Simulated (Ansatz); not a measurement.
Basis-set extrapolation for AlFH₄NP (`[NH2][Al]([F])[PH2]`) (PBE0-D4/def2-TZVP geometry, frozen core, the Gaussian-basis code of Ansatz). Multiplicity 1, RHF reference.

```
                      def2-TZVPP   def2-QZVPP
                 HF  -739.099841  -739.124949
    MP2 correlation    -0.699104    -0.757841
CCSD(T) correlation    -0.757712      not run
```

Energies in hartree. Use E(X) = E(∞) + A·exp(−7.88·√X) for Hartree–Fock and E(X) = E(∞) + B·X^(−2.97) for correlation, with X = 3 and 4, and add CCSD(T) minus MP2 of the smaller set to the MP2 limit.

**Question.** What is the CCSD(T) energy at the basis-set limit?

**Answer.** HF limit: -739.124949 + (-0.025108) × 0.13774 = -739.12841. MP2 limit: -0.757841 + (-0.058737) × 0.74074 = -0.80135. Higher-order term: -0.757712 − (-0.699104) = -0.05861. Total: -739.98837 hartree, 3.56 eV below CCSD(T)/def2-TZVPP.
